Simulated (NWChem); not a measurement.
System meant: SnN2H5Cl; SMILES [NH2][SnH]([NH2])[Cl]

Input file for NWChem:

```
start job
memory heap 200 mb stack 900 mb global 1100 mb
geometry units angstroms noautoz
  Sn     0.040047    -0.419151     0.342071
  N     -1.658616    -1.260257    -0.455042
  N      1.605128    -1.187566    -0.745932
  Cl     0.035353     1.976851     0.133622
  H      0.179068    -0.794707     2.017998
  H     -2.445581    -1.173321     0.203585
  H     -1.945023    -0.756313    -1.306468
  H      1.283149    -1.383905    -1.704945
  H      2.363592    -0.496005    -0.831762
end
basis spherical
  Sn library def2-svp
  N library def2-svp
  Cl library def2-svp
  H library def2-svp
end
dft
  xc pbe0
  iterations 150
  mulliken
end
task dft energy
```

End of the output:

```
             Grid Information
             ----------------
          Grid used for XC integration:  medium
          Radial quadrature: Mura-Knowles
          Angular quadrature: Lebedev.
          Tag              B.-S. Rad. Rad. Pts. Rad. Cut. Ang. Pts.
          ---              ---------- --------- --------- ---------
          Sn                  1.45      123           9.0       590
          N                   0.65       49          11.0       434
          Cl                  1.00       88          11.0       590
          H                   0.35       45          12.0       434
          Grid pruning is: on
          Number of quadrature shells:   534
          Spatial weights used:  Erf1

          Convergence Information
          -----------------------
          Convergence aids based upon iterative change in
          total energy or number of iterations.
          Levelshifting, if invoked, occurs when the
          HOMO/LUMO gap drops below (HL_TOL):  1.00D-02
          DIIS, if invoked, will attempt to extrapolate
          using up to (NFOCK): 10 stored Fock matrices.

                    Damping( 0%)  Levelshifting(0.5)       DIIS
                  --------------- ------------------- ---------------
          dE  on:    start            ASAP                start
          dE off:    2 iters        150 iters           150 iters

      Screening Tolerance Information
      -------------------------------
          Density screening/tol_rho:  1.00D-10
          AO Gaussian exp screening on grid/accAOfunc:  14
          CD Gaussian exp screening on grid/accCDfunc:  20
          XC Gaussian exp screening on grid/accXCfunc:  20
          Schwarz screening/accCoul:  1.00D-08

      Superposition of Atomic Density Guess
      -------------------------------------

      charge =      50.0 Sn (Tin)

      symmetry species            s     p     d     f
      number of basis functions =10     7     6
      number of cont. functions = 4     4     2
      number of closed shells   = 5     3     2
      number of open shells     = 0     1     0
      open shell occupation     = 0     2     0
 ------------------------------------------------------------------------
 atomscf:atomd: error in atom scf                   0
 ------------------------------------------------------------------------
 ------------------------------------------------------------------------
  current input line :
    25: task dft energy
 ------------------------------------------------------------------------
 ------------------------------------------------------------------------
 This error has not yet been assigned to a category
 ------------------------------------------------------------------------
 For more information see the NWChem manual at https://nwchemgit.github.io

0:atomscf:atomd: error in atom scf:Received an Error in Communication
```

Problem. Find the fault in this run and fix the input.

Solution. The run crashed. Cause: the def2 basis of a heavy element holds valence functions alone and wants its effective core potential (without it all electrons must fit into that basis). This input runs:
```
start job
memory heap 200 mb stack 900 mb global 1100 mb
geometry units angstroms noautoz
  Sn     0.040047    -0.419151     0.342071
  N     -1.658616    -1.260257    -0.455042
  N      1.605128    -1.187566    -0.745932
  Cl     0.035353     1.976851     0.133622
  H      0.179068    -0.794707     2.017998
  H     -2.445581    -1.173321     0.203585
  H     -1.945023    -0.756313    -1.306468
  H      1.283149    -1.383905    -1.704945
  H      2.363592    -0.496005    -0.831762
end
basis spherical
  * library def2-svp
end
ecp
  Sn library def2-ecp
end
dft
  xc pbe0
  iterations 150
  mulliken
end
task dft energy
```
It converges to -786.54599 Ha (PBE0/def2-SVP with def2 effective core potentials on Sn).
